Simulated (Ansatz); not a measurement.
Computed with Ansatz on PBE0-D4/def2-TZVP structures; ΔE is electronic, products minus reactants. CCSD(T)/CBS is the MP2 limit (def2-TZVPP, def2-QZVPP) plus CCSD(T) − MP2 in def2-TZVPP, frozen cores. This one scheme is used for every species. For Ge outer-core shells are correlated without core-valence functions, which leaves a few kJ/mol of doubt a bond. Scalar relativity is left out up to krypton. One conformer a species, not always the lowest.

`[SiH3][O][GeH3]` + `[F][AlH][SH]` → `[F][AlH][S][SiH3]` + `[OH][GeH3]`  (ligand exchange at the Si–O bond)

`[SiH3][O][GeH3]`:

Cartesian coordinates in Å:
```
Si -1.189 0.992 -0.110
O -0.188 -0.177 -0.656
Ge 1.202 -1.049 0.023
H -1.923 0.542 1.106
H -2.162 1.306 -1.185
H -0.429 2.223 0.245
H 1.661 -2.010 -1.078
H 0.735 -1.803 1.279
H 2.292 -0.023 0.376
```

`[F][AlH][SH]`:

Z-matrix (Å, degrees):
```
Al
F 1 1.645
S 1 2.169 2 116.3
H 1 1.569 2 119.8 3 -180.0
H 3 1.345 1 91.6 2 179.9
```

`[F][AlH][S][SiH3]`:

Z-matrix (Å, degrees):
```
Si
S 1 2.141
H 1 1.483 2 108.9
H 1 1.485 2 110.5 3 120.4
H 1 1.483 2 108.9 3 -119.3
Al 2 2.166 1 99.7 3 -120.2
F 6 1.646 2 115.4 1 -180.0
H 6 1.568 2 125.5 1 -0.0
```

`[OH][GeH3]`:

```xyz
6

O     0.967    0.289    0.929
Ge   -0.166   -0.051   -0.405
H     0.566    0.175    1.793
H     0.660    0.186   -1.672
H    -1.369    0.909   -0.329
H    -0.659   -1.508   -0.317
```

| species | CCSD(T)/def2-TZVPP energy (Eh) |
| --- | --- |
| `[SiH3][O][GeH3]` | -2443.44356 |
| `[F][AlH][SH]` | -740.79311 |
| `[F][AlH][S][SiH3]` | -1031.06925 |
| `[OH][GeH3]` | -2153.15031 |

(1) Work out ΔE.

Largest T1 diagnostic among the species: 0.012.

## Answers

(1) ΔE = (-1031.06925) + (-2153.15031) − (-2443.44356) − (-740.79311) = 0.01711 Eh = +44.9 kJ/mol. CCSD(T)/CBS gives +41.0 kJ/mol.

In def2-TZVPP, CCSD(T) changes the Hartree–Fock value by −17.3 kJ/mol (the triples alone add −3.5 kJ/mol) and MP2 by −20.0 kJ/mol. At CCSD(T), def2-SVP lies +5.5 kJ/mol from the extrapolated value and def2-TZVPP +3.9 kJ/mol. Leaving LDA and LC-ωPBE aside and taking each functional with its dispersion term where it has one, the values, not all of them listed here, spread over 24.1 kJ/mol, from revPBE-D4 to CAM-B3LYP-D4.
